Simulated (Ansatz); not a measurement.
A single point on Al2Br2Cl2H2 (`[Cl][Al@H-]1[Br+][Al@@H-]([Cl])[Br+]1`).

```yaml
crystal:
  periodic: [false, false, false]
  atoms:
    - {symbol: Cl, position_ang: [1.899639, -0.073846, -2.500366]}
    - {symbol: Al, position_ang: [1.626754, -0.045064, -0.427507]}
    - {symbol: Br, position_ang: [0.006468, -1.777924, 0.166683]}
    - {symbol: Al, position_ang: [-1.547460, 0.045268, 0.659107]}
    - {symbol: Cl, position_ang: [-3.033600, 0.066546, -0.811594]}
    - {symbol: Br, position_ang: [0.094413, 1.778371, 0.127950]}
    - {symbol: H, position_ang: [2.810373, -0.063078, 0.594050]}
    - {symbol: H, position_ang: [-1.856577, 0.069736, 2.191656]}
basis:
  gaussian: {orbitals: def2-TZVPP}
hamiltonian: {xc: pbe}
correlation: {method: rpa}
```

```sh
$ ansatz run in.yaml --threads 4 --pin off --events-out ev --progress --plain --max-ram 11315MiB
```

Shortened log:

```
Functional definition: PBE
1816 factors; integrals over basis functions are off by at most 1.6e-3 eV
mean field evaluation 1: about -178332.7823 eV, gradient 2.9e1 eV
mean field evaluation 2: about -178332.7752 eV, gradient 2.9e1 eV
mean field evaluation 4: about -178334.8376 eV, gradient 6.2e0 eV
mean field evaluation 8: about -178334.9419 eV, gradient 4.5e-1 eV
mean field evaluation 16: about -178334.9424 eV, gradient 1.0e-4 eV
mean field -178334.94239845 eV, -6553.6882533777 hartree, gradient 1.6e-6 eV, S^2 0.000000; 0 other end points of the search recorded, 0 dependent functions left out
38 core orbitals not correlated: weight in the atoms' cores, before any rotation towards them, 1.000 or more for the frozen orbitals, at most 0.000 for the correlated occupied ones
reference -178210.33526530 eV, -6549.1090256960 hartree; 28, 28 occupied and 226, 226 virtual orbitals, 1816 factors
Total energy: -178257.32635649 eV, -6550.8359164456 hartree
```

Run time 12 s (4 threads of an Arm Neoverse V1 on a shared host); peak host memory 0.83 GiB.
